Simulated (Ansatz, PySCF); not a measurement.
C2H3NSi, SMILES `C[Si]C#N` (lower singlet) (charge 0, multiplicity 1). This singlet lies 1.17 eV below the relaxed triplet at the level B3LYP-D3(BJ)/def2-TZVP (PySCF).

Calculation: frozen-core CCSDT(Q)/6-31g // B3LYP-D3(BJ)/def2-TZVP (Ansatz, a quantum-chemistry and plane-wave program).

Ansatz 0.2 input:
```yaml
crystal:
  periodic: [false, false, false]
  atoms:
    - { symbol: C, position_ang: [-0.990151, 0.221206, 0.200026] }
    - { symbol: Si, position_ang: [0.277023, -0.735542, 1.230665] }
    - { symbol: C, position_ang: [1.729156, -0.434316, 0.062854] }
    - { symbol: N, position_ang: [2.688701, -0.315846, -0.573206] }
    - { symbol: H, position_ang: [-1.976949, 0.217205, 0.662613] }
    - { symbol: H, position_ang: [-0.663569, 1.257724, 0.061421] }
    - { symbol: H, position_ang: [-1.064209, -0.210428, -0.804355] }
basis:
  gaussian: { orbitals: "6-31g" }
correlation:
  method: ccsdt_q
```

Output:

```
Functional definition: HF
1074 factors; integrals over basis functions are off by at most 2.4e-7 eV
mean field evaluation 1: about -11445.5463 eV, gradient 3.1e1 eV
mean field evaluation 2: about -11445.5578 eV, gradient 3.1e1 eV
mean field evaluation 4: about -11448.2606 eV, gradient 3.9e0 eV
mean field evaluation 8: about -11448.3278 eV, gradient 6.5e-2 eV
mean field evaluation 16: about -11448.2481 eV, gradient 3.9e0 eV
mean field evaluation 32: about -11442.2493 eV, gradient 3.8e-3 eV
mean field -11448.32722593 eV, -420.7182655981 hartree, gradient 1.3e-6 eV, S^2 0.000000; 0 other end points of the search recorded, 0 dependent functions left out; unrestricted orbitals would lower it
8 core orbitals not correlated
reference -11448.32722593 eV, -420.7182655981 hartree; 10, 10 occupied and 28, 28 virtual orbitals, 1074 factors
second order -9.17733223 eV of doubles, -0.00000000 eV of singles
cycle   1  -9.19954943 eV  change   -2.2e-2 eV  update   1.1e-1
cycle   2  -9.81529957 eV  change   -6.2e-1 eV  update   5.0e-2
cycle   3  -10.10944882 eV  change   -2.9e-1 eV  update   2.5e-2
cycle   4  -10.10257278 eV  change    6.9e-3 eV  update   8.3e-3
cycle   5  -10.10084948 eV  change    1.7e-3 eV  update   4.7e-3
cycle   6  -10.10412655 eV  change   -3.3e-3 eV  update   1.7e-3
cycle   7  -10.10512810 eV  change   -1.0e-3 eV  update   9.0e-4
cycle   8  -10.10507968 eV  change    4.8e-5 eV  update   5.0e-4
cycle   9  -10.10475338 eV  change    3.3e-4 eV  update   2.5e-4
cycle  10  -10.10476119 eV  change   -7.8e-6 eV  update   1.1e-4
cycle  11  -10.10461270 eV  change    1.5e-4 eV  update   5.0e-5
cycle  12  -10.10460629 eV  change    6.4e-6 eV  update   2.1e-5
cycle  13  -10.10460821 eV  change   -1.9e-6 eV  update   9.3e-6
cycle  14  -10.10460855 eV  change   -3.4e-7 eV  update   4.5e-6
cycle  15  -10.10460742 eV  change    1.1e-6 eV  update   2.3e-6
perturbative correction -0.05158240 eV, -0.0018956182 hartree
Total energy: -11458.48341575 eV, -421.0914986897 hartree
```
